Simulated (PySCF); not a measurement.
# Steps of a relaxation of [Gd(H2CO)]3+

[Gd(H2CO)]3+ (singlet in the valence; each metal's 4f electrons, 7 of them, lie in its core potential, out of spins and levels). PySCF 2.14.0, RKS PBE0, Gd lcecp-1-SVP with ECP53, O def2-SVP, C def2-SVP, H def2-SVP; non-relativistic Hamiltonian with scalar-relativistic core potentials where named; density fitting; no spin-orbit coupling. Origin of the start: template. Columns: position (Å) and force (eV/Å). Energies are counted from the last step; some of the 8 steps are shown. Forces carry noise of the integration grid, about 0.01 to 0.03 eV/Å.

Run from Python with OMP_NUM_THREADS=2. Where DIIS fails, smearing, a level shift and second-order steps follow.
It took 2.2 min on 2 threads of Intel(R) Xeon(R) Processor @ 2.50GHz (Skylake/Cascade Lake), on a shared host, from the converged density of the start.

```xyz
5
step 0  E = 0.752 eV
Gd    0.0000    0.0000   -0.4920     0.00    0.00    2.70
O     0.0000    0.0000    1.9805     0.00    0.00   -4.39
C     0.0000    0.0000    3.2005     0.00    0.00    1.63
H     0.9400    0.0000    3.7805     0.43    0.00    0.03
H    -0.9400    0.0000    3.7805    -0.43    0.00    0.03
```

```xyz
5
step 2  E = 0.149 eV
Gd    0.0000    0.0000   -0.1451     0.00    0.00   -2.21
O     0.0000    0.0000    1.8411     0.00    0.00    3.82
C     0.0000    0.0000    3.1470     0.00    0.00   -0.93
H     0.9824    0.0000    3.7034    -0.34    0.00   -0.34
H    -0.9824    0.0000    3.7034     0.34    0.00   -0.34
```

```xyz
5
step 5  E = 0.000 eV
Gd    0.0000    0.0000   -0.2009     0.00    0.00   -0.04
O     0.0000    0.0000    1.8893     0.00    0.00    0.09
C     0.0000    0.0000    3.1582     0.00    0.00   -0.04
H     0.9723    0.0000    3.7017    -0.01    0.00   -0.01
H    -0.9723    0.0000    3.7017     0.01    0.00   -0.01
```

**Question.** Where does the relaxation end?

**Answer.** It converges at step 7 in C2v:
```xyz
5
step 7  E = 0
Gd    0.0000    0.0000   -0.2026
O     0.0000    0.0000    1.8903
C     0.0000    0.0000    3.1582
H     0.9718    0.0000    3.7020
H    -0.9718    0.0000    3.7020
```

**Question.** How did the contacts change?

**Answer.** 
```json
{"contact": "Gd1–O2 (H2CO)", "start (Å)": "2.473", "end (Å)": "2.093"}
```


An lcecp potential fixes the number of 4f electrons, so in runs with it no electron can move into or out of that shell.
